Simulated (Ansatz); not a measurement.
Input file for Ansatz (an electronic-structure program): R-RI-MP2/aug-cc-pVTZ on CH8GeO (a complex), monomers drawn apart or pushed together. Files ending in .json are basis or fitting sets from the Basis Set Exchange. The run froze 16 orbitals, filled d shells among them.

Ansatz 0.2 input:
```yaml
crystal:
  periodic: [false, false, false]
  atoms:
    - {symbol: C, position_ang: [-0.25341318, 1.63083710, 0.35151952]}
    - {symbol: Ge, position_ang: [0.36107738, -0.22090226, 0.16455308]}
    - {symbol: H, position_ang: [-0.69388115, 1.75868986, 1.33881518]}
    - {symbol: H, position_ang: [-0.99972265, 1.85843719, -0.40893760]}
    - {symbol: H, position_ang: [0.58377618, 2.31873543, 0.23758930]}
    - {symbol: H, position_ang: [1.41222320, -0.56167803, 1.24248981]}
    - {symbol: H, position_ang: [0.99942652, -0.46636205, -1.21691306]}
    - {symbol: H, position_ang: [-0.81507315, -1.20792001, 0.32634282]}
    - {symbol: O, position_ang: [-1.47129553, -0.32157969, 4.61067764]}
    - {symbol: H, position_ang: [-0.55649245, -0.61598948, 4.67746181]}
    - {symbol: H, position_ang: [-1.91141600, -1.00142544, 4.08890342]}
basis:
  gaussian:
    orbitals: aug-cc-pVTZ
    fitting: {mean_field: def2-universal-JKFIT, correlation: aug-cc-pVTZ-RIFIT.json}
magnetization: {spin_polarized: false}
correlation: {method: mp2, electrons: outside_noble_gas}
scf: {lower_state_search: off}
```

Task: What total energy does the run end on?

Result: -2193.4253 hartree.
